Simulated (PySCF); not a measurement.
**Basis and Hamiltonian dependence of the excitation energy of H**

H 1s1 (2S) → H 2p1 (2P). All values are computed (PySCF 2.14, energy differences of UHF-based or UKS calculations, no spin-orbit coupling). Values in eV.

```
                                                           basis       Hamiltonian  functions     UHF  r2SCAN    PBE0
                                                  aug-cc-pVDZ-DK     spin-free X2C          9  12.285  11.795  11.766
                                                     aug-cc-pVDZ  non-relativistic          9  12.285  11.795  11.765
                                                      dyall-av2z  non-relativistic         13  11.570  11.132  11.094
                                                     def2-TZVPPD  non-relativistic         17  11.088  10.693  10.649
     x2c-TZVPPall with one added diffuse shell each of s, p type     spin-free X2C         18  11.358  10.937  10.897
                                                     aug-cc-pVTZ  non-relativistic         23  11.236  10.827  10.786
                                                  aug-cc-pVTZ-DK     spin-free X2C         23  11.236  10.827  10.786
                                                      dyall-av3z  non-relativistic         29  10.803  10.442  10.394
                                                     dyall-acv3z  non-relativistic         29  10.803  10.442  10.394
                                                     def2-QZVPPD  non-relativistic         33  10.842  10.477  10.428
                                                     aug-cc-pVQZ  non-relativistic         46  10.856  10.484  10.439
                                                  aug-cc-pVQZ-DK     spin-free X2C         46  10.856  10.484  10.439
aug-cc-pVQZ with one added diffuse shell each of s, p, d, f type  non-relativistic         62  10.208   9.962   9.903
                                                     aug-cc-pV5Z  non-relativistic         80  10.660  10.313  10.265
```

At PBE0, aug-cc-pVDZ-DK, aug-cc-pVDZ, dyall-av2z, aug-cc-pVTZ, aug-cc-pVQZ-DK, aug-cc-pVQZ with one added diffuse shell each of s, p, d, f type lie more than 0.3 eV from the median of the rows with comparable relativity.

Reference for a calculation without spin-orbit coupling: 10.199 eV (measured, between term centres; NIST).
